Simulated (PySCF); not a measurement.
HgCl, SMILES [Cl][Hg+], charge +1.

Geometry: B3LYP-D3(BJ)/def2-TZVPD. The spin state was assumed, not searched. The def2 effective core potentials stand for the cores of Hg; spin–orbit coupling is left out.

Calculation: B3LYP/def2-TZVPD in PySCF.

The molecule is in vacuum.

```json
{
  "total_energy": "-613.43219 hartree",
  "point_group": "C∞v",
  "highest_occupied_level": "-14.92 eV",
  "lowest_empty_level": "-11.91 eV",
  "orbital_gap": "3.01 eV",
  "dipole_moment_about_the_centre_of_nuclear_charge": "2.25 D",
  "mean_static_polarisability": "36.7 bohr³ (5.45 Å³)",
  "polarisability_principal_values": "27.2, 27.2, 55.9 bohr³"
}
```
